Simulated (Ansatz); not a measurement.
Al2NO4H5⁺, that is [(OH)2Al]2NH with one electron fewer, relaxed as a doublet with UKS B3LYP-D4/def2-SVP in Ansatz, starting from the B3LYP-D4/def2-SVP geometry of the neutral singlet. Force threshold 0.02 eV/Å.

Start:

```tsv
atom	x (Å)	y (Å)	z (Å)
Al1	-0.797	-0.253	0.896
O2	-0.887	-1.803	1.637
O3	-1.487	0.975	1.885
N4	-0.813	-0.087	-0.969
Al5	0.876	0.292	-1.141
O6	1.115	0.184	0.614
O7	2.188	0.665	-2.131
H8	-0.868	-2.618	1.130
H9	-1.825	1.796	1.520
H10	-1.586	-0.192	-1.612
H11	1.826	0.273	1.253
H12	2.258	0.768	-3.082
```

(1) Estimate the energy that the relaxation releases and the steps that it takes.

(2) Does the start keep its bonding and symmetry?

(3) Predict the relaxed structure.

Results:

(1) 151.0 kJ/mol, in 39 steps; 2.7 min on 2 threads of AMD EPYC 7R13 on a shared host. The force fell under the threshold at step 17, but the optimiser went on and released 0.744 eV more. No frequencies were taken in this run, so the end may be a saddle point.

(2) Bonds formed: O3–Al5 (atoms count from 1). Point group Cs at the start, Cs at the end, both within 0.05 Å.

(3) 
Cartesian coordinates in Å:
```
Al -0.590 -0.735 0.818
O -1.264 -1.532 2.069
O -0.464 1.114 0.596
N -0.816 -0.642 -1.102
Al 0.593 0.665 -0.874
O 1.190 -0.657 0.287
O 1.459 1.695 -1.797
H -1.679 -2.084 2.726
H -0.959 1.889 0.890
H -1.419 -1.022 -1.835
H 2.034 -0.851 0.715
H 1.916 2.161 -2.493
```
Bond lengths (bridged metal pairs left out): 6 × Al–O 1.63 to 1.87 Å; 2 × Al–N 1.94 Å; 4 × H–O 0.95 to 0.97 Å; 1 × H–N 1.02 Å.
